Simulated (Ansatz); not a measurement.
Ansatz (a first-principles code) input (RI-MP2/def2-TZVPP):
A basis named .json is the Basis Set Exchange file of that set.

Ansatz 0.2 input:
```yaml
crystal:
  periodic: [false, false, false]
  atoms:
    - {symbol: Sn, position_ang: [-0.00000000, -0.00000000, -0.26145457]}
    - {symbol: O, position_ang: [0.00000000, 0.00000000, 1.63409107]}
basis:
  gaussian:
    orbitals: def2-TZVPP
    fitting: {mean_field: def2-universal-jkfit, correlation: def2-TZVPP-RIFIT.json}
total_charge: -1
magnetization: {spin_polarized: true, initial_magnetization: 1}
correlation: {method: mp2, electrons: outside_noble_gas}
```

Output:

```
Functional definition: HF
integrals: 0.02 GiB planned
295 factors; integrals over basis functions are off by at most 8.8e-1 eV
260 factors; integrals over basis functions are off by at most 4.7e-1 eV
mean field: 0.13 GiB planned
mean field evaluation 1: about -7842.1953 eV, gradient 1.0e1 eV
mean field evaluation 2: about -7842.7144 eV, gradient 5.9e0 eV
mean field evaluation 4: about -7842.8743 eV, gradient 1.2e0 eV
mean field evaluation 8: about -7842.8955 eV, gradient 1.3e-1 eV
mean field evaluation 16: about -7843.1427 eV, gradient 4.0e-6 eV
mean field evaluation 32: about -7839.1072 eV, gradient 3.1e1 eV
mean field evaluation 64: about -7841.5756 eV, gradient 7.4e0 eV
mean field evaluation 96: about -7842.6614 eV, gradient 3.8e0 eV
mean field evaluation 128: about -7842.3786 eV, gradient 3.1e0 eV
mean field evaluation 160: about -7842.8997 eV, gradient 3.7e-1 eV
mean field -7843.31895159 eV, -288.2366550783 hartree, gradient 7.4e-6 eV, S^2 1.531546; 12 other end points of the search recorded, 0 dependent functions left out
10 core orbitals not correlated
reference -7843.31895159 eV, -288.2366550783 hartree; 6, 5 occupied and 65, 66 virtual orbitals, 260 factors
second order -7.41076609 eV of doubles, -0.00000000 eV of singles
Total energy: -7850.72971768 eV, -288.5089957091 hartree
```

The determinant is spin-contaminated: <S^2> is 1.53 against 0.75 for a pure state.
